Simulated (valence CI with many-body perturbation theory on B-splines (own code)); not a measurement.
## A CI+MBPT run for Si

Calculated by configuration interaction combined with many-body perturbation theory (CI+MBPT): four valence electrons over a frozen Dirac-Fock core [Ne], radial functions for each j: 5 s, 5 p, 4 d, 2 f, with the one-electron correlation potential Σ1 (screened to all orders), the two-electron term Σ2, the three-electron term Σ3, Breit, model QED; selected single and double excitations, second order for the rest, scaled by the run's own slope (own B-spline code, finite nucleus).

Command, and the settings that its task file holds:

```sh
python run_cv.py task.json out
```

```
atom Si  Z=14  mass_number=28  rms_radius_fm=3.1224
core [Ne]
valence 3s2 3p2
avg = 1
basis = S
breit = 1
cap = 20000
capref = 1200
cscale = 1
de = 0.0
dress = 0
eps = 2e-08
extrap = 1
h = 0.27
hh = 1
l2 = 3
lcore = 6
maxit = 60
n2 = 5
natural = 1
nlev = 30
nno = [2, 2, 2, 1, 0]
nroot = 26
nsp = [3, 3, 2, 1, 0]
pt2 = 1
qed = 1
rpa = 1
s1 = 1
s2 = 1
s3 = 1
screen = 1
tol = 2e-05
whole = 1
```

It took 34 s on 1 thread of Arm Neoverse V1 (shared host).

Log. The first blocks belong to the next ion, which gives the ionisation energy. Fields: 2J, parity (1 odd), roots, reference size, generating configurations, candidates as configurations/state functions, variational space P, stored matrix elements, Davidson steps; e2 is the range of second-order energies in hartree. The first line gives the box (bohr), its intervals, the orbitals and the steps of their self-consistent field. Window is the range of levels sought, series limit the energy at which the first omitted orbital would enter, core excitation an estimate of the first excitation out of the core, left out the lowest levels not solved, and shifts from estimates the range by which levels moved from their first estimate, all in cm⁻¹.

```
rmax 49.2 intervals 69 orbitals 27 references ['3s2 3p2'] scf 10 t 1.2
2J=1 par=1 roots 2 ref 36 generators 12 cand 674/982 P 703/1018 nnz 0 it 0
2J=1 par=1 roots 2 ref 36 generators 67 cand 384/535 P 1087/1553 nnz 0 it 8
   second order: generators 130 cand 353/511 e2 -0.00000 -0.00000
2J=3 par=1 roots 2 ref 55 generators 11 cand 696/1385 P 733/1440 nnz 0 it 7
2J=3 par=1 roots 2 ref 55 generators 68 cand 467/917 P 1200/2357 nnz 0 it 8
   second order: generators 127 cand 500/1019 e2 -0.00000 -0.00000
reference levels 79, estimated 76, window 53812 1/cm; series limit 57180, core excitation 855948
2J=0 par=0 roots 5 ref 6 generators 75 cand 1270/1942 P 2649/4087 nnz 1.1e+06 it 6
2J=0 par=0 roots 5 ref 6 generators 183 cand 3323/5793 P 5972/9880 nnz 4.6e+06 it 8
   second order: generators 388 cand 4985/8951 e2 -0.00002 -0.00001
2J=2 par=0 roots 6 ref 10 generators 77 cand 334/1124 P 1246/3990 nnz 1.5e+06 it 6
2J=2 par=0 roots 6 ref 10 generators 210 cand 3709/14021 P 4955/18011 nnz 1.8e+07 it 15
   second order: generators 432 cand 7098/30549 e2 -0.00008 -0.00003
2J=4 par=0 roots 6 ref 11 generators 73 cand 344/1398 P 1120/3965 nnz 1.7e+06 it 6
2J=4 par=0 roots 6 ref 11 generators 194 cand 3511/16005 P 4631/19970 nnz 2.3e+07 it 17
   second order: generators 430 cand 8044/47045 e2 -0.00017 -0.00006
2J=4 par=1 roots 9 ref 14 generators 110 cand 364/1478 P 1101/3999 nnz 1.7e+06 it 11
2J=4 par=1 roots 9 ref 14 generators 261 cand 3334/15987 P 4435/19986 nnz 2.3e+07 it 19
   second order: generators 571 cand 8429/48239 e2 -0.00033 -0.00006
2J=0 par=1 roots 4 ref 5 generators 63 cand 845/1346 P 2669/4201 nnz 1.2e+06 it 7
2J=0 par=1 roots 4 ref 5 generators 157 cand 3345/5747 P 6014/9948 nnz 4.8e+06 it 9
   second order: generators 355 cand 4554/8162 e2 -0.00003 -0.00001
2J=2 par=1 roots 9 ref 14 generators 106 cand 400/1415 P 1288/4000 nnz 1.5e+06 it 9
2J=2 par=1 roots 9 ref 14 generators 262 cand 4268/16053 P 5556/20053 nnz 2.1e+07 it 18
   second order: generators 570 cand 6962/30455 e2 -0.00013 -0.00003
2J=6 par=1 roots 5 ref 7 generators 69 cand 352/1333 P 1016/3996 nnz 1.8e+06 it 6
2J=6 par=1 roots 5 ref 7 generators 168 cand 3146/16011 P 4162/20007 nnz 2.5e+07 it 9
   second order: generators 387 cand 7424/45942 e2 -0.00014 -0.00007
2J=6 par=0 roots 2 ref 6 generators 28 cand 404/1284 P 1144/4337 nnz 1.8e+06 it 6
2J=6 par=0 roots 2 ref 6 generators 81 cand 2704/12234 P 3848/16571 nnz 1.7e+07 it 12
   second order: generators 178 cand 6481/40878 e2 -0.00010 -0.00008
2J=8 par=1 roots 2 ref 2 generators 31 cand 525/2031 P 1646/6185 nnz 3.6e+06 it 5
2J=8 par=1 roots 2 ref 2 generators 79 cand 1948/9620 P 3594/15805 nnz 1.7e+07 it 7
   second order: generators 170 cand 5677/32861 e2 -0.00009 -0.00006
2J=8 par=0 roots 1 ref 3 generators 18 cand 299/1662 P 806/4351 nnz 2.4e+06 it 5
2J=8 par=0 roots 1 ref 3 generators 47 cand 1092/7155 P 1898/11506 nnz 1.2e+07 it 7
   second order: generators 93 cand 6793/34377 e2 -0.00005 -0.00005
2J=10 par=0 roots 1 ref 1 generators 15 cand 445/2138 P 1015/4709 nnz 2.6e+06 it 5
2J=10 par=0 roots 1 ref 1 generators 40 cand 782/4587 P 1797/9296 nnz 8.5e+06 it 6
   second order: generators 81 cand 5533/24395 e2 -0.00004 -0.00004
left out: unestimated 82743, estimated 56997, shifts from estimates -154 to 121
operators 0.6
```

The Davidson iterations converged.

Set against measurement, 26 paired levels are off by 127 cm⁻¹ on average, the worst by 505. These come from a selection out of the NIST Handbook of Basic Atomic Spectroscopic Data. Levels without a partner in it may be off by more.

| Item | Value |
| --- | --- |
| Valence energy | -3.786674 hartree |
| Ionisation energy | 8.1307 eV (NIST: 8.15168 eV (measured)) |
| Reference configurations for the orbitals | 3s2 3p2 |
| Radial orbitals | 27 |
| Box radius | 49.23 bohr |
| Largest variational space | 20053 |
| Lowest levels | 3s²3p² ³P_0 0.0, 3s²3p² ³P_1 77.3, 3s²3p² ³P_2 224, 3s²3p² ¹D_2 6618, 3s²3p² ¹S_0 15810, 3s3p³ ⁵S°_2 32821, 3s²3p4s ³P°_0 39607, 3s²3p4s ³P°_1 39685, 3s²3p4s ³P°_2 39879, 3s²3p4s ¹P°_1 40997, 3s3p³ ³D°_1 45597, 3s3p³ ³D°_2 45614, 3s3p³ ³D°_3 45642, 3s²3p4p ¹P_1 47285 cm⁻¹ |

Names give the largest LS component (configuration and term), which can be under half, so a name can repeat, a term be missing and a line seem to break the LS rules; names also repeat where a configuration has a term twice.
